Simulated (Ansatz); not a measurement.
CH5BO2Si (`[SiH3]B1OCO1`), relaxed with RKS PBE0-D4/def2-TZVP in the Gaussian-basis code of Ansatz from a PBE-D4/def2-SVP geometry. The force threshold is 0.005 eV/Å; the program also tests the step.

Charge 0, multiplicity 1.

Start:

```xyz
10

Si    1.025   -0.346   -1.599
B    -0.035    0.021    0.082
O    -0.350   -0.803    1.169
C    -1.049    0.356    1.643
O    -0.704    1.172    0.516
H     0.113   -0.844   -2.690
H     1.698    0.907   -2.091
H     2.074   -1.397   -1.351
H    -0.628    0.747    2.596
H    -2.145    0.187    1.725
```

```csv
step,energy (eV),largest force (eV/Å),largest move (Å)
1,-13760.2533,0.604,0.000
2,-13760.2844,0.237,0.024
3,-13760.2878,0.047,0.007
4,-13760.2878,0.012,0.003
5,-13760.2878,0.002,0.001
```

End:

```xyz
10

Si    1.022   -0.345   -1.594
B    -0.035    0.021    0.082
O    -0.349   -0.793    1.161
C    -1.044    0.354    1.635
O    -0.698    1.160    0.514
H     0.110   -0.836   -2.663
H     1.684    0.898   -2.072
H     2.055   -1.383   -1.340
H    -0.624    0.738    2.568
H    -2.121    0.186    1.709
```

Hardware: 4 threads of an Arm Neoverse V2 on a shared host. Wall time 13 s, peak host memory 0.45 GiB.
